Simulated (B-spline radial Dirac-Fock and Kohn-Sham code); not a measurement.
N³⁺: input and output of one calculation

ΔSCF core binding energies without Breit or QED terms, calculated with a B-spline atomic structure program.

Input (task.json):

```json
{"items": [{"Z": 7, "q": 3, "cfg": [[1, 0, 2], [2, 0, 2]], "A": 14, "rrms": 2.5582, "do": "settings", "holes": ["K", "L3", "M5"],
  "settings": [{"rel": "dirac", "method": "hf", "nuc": "fermi", "radius_factor": 0.8, "rmax": 45.0, "h": 0.3, "order": 8, "points": 10, "c_factor": 1.0, "maxit": 60, "damp": 0.5, "ndamp": 3, "tol": 1e-08}]}]}
```

Command: `python xray2_run.py task.json out`

Ground-state iterations:

```
iter   energy (Ha)        error
   1      -50.63908195  5.58e-01
   2      -51.11290312  2.15e-02
   3      -51.11399933  1.11e-02
   4      -51.11434055  5.77e-03
   5      -51.11449429  6.95e-04
   6      -51.11449695  6.19e-05
   7      -51.11449698  1.47e-06
   8      -51.11449698  5.06e-08
```

The ground state converged in 8 iterations, with total energy -51.11450 Ha, virial ratio 1.99874 and highest orbital energy -75.34 eV. ΔSCF binding energies: K (1s) 488.5 eV. Holes are computed only in closed shells, and unreliable hole states are left out.
